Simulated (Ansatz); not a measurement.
CH6BFN2, relaxed with RKS PBE-D4/def2-SVP in Ansatz from a rough embedded geometry. The force threshold is 0.03 eV/Å; the program also tests the step.

The species carries charge 0 and has multiplicity 1. The bonds changed during the relaxation, so this is another structure than the one it started from.

Start:

```xyz
11

B     0.091   -0.355    1.329
C    -0.376   -0.139   -0.117
N    -0.719    1.265   -0.293
N     0.626   -0.574   -1.121
F    -1.483   -0.937   -0.338
H     0.414   -1.459    1.767
H     0.132    0.524    2.136
H     0.093    1.823   -0.277
H    -1.162    1.381   -1.275
H     0.848   -1.539   -0.957
H     1.535    0.009   -0.853
```

Problem. How much energy does the relaxation release, and in how many steps? (Best estimate.)

Solution. Ansatz gave: 1.42 eV, in 26 steps, 3 of them rejected.

Problem. Which bonds change most? (Estimate.)

Solution. Computed: B1–N4 from 2.518 to 1.644 Å; N4–H11 from 1.113 to 1.026 Å; C2–N3 from 1.456 to 1.400 Å; N3–H9 from 1.083 to 1.028 Å.

Problem. Give the relaxed structure. (Estimate.)

Solution. Ansatz gave: 
```xyz
11

B     0.365   -0.437    1.168
C    -0.486    0.018   -0.071
N    -0.549    1.329   -0.560
N     0.826   -0.673   -0.393
F    -1.506   -0.809   -0.549
H     0.061   -1.482    1.707
H     1.046    0.389    1.746
H    -1.029    1.955    0.092
H    -0.994    1.385   -1.486
H     0.740   -1.604   -0.815
H     1.526   -0.071   -0.839
```
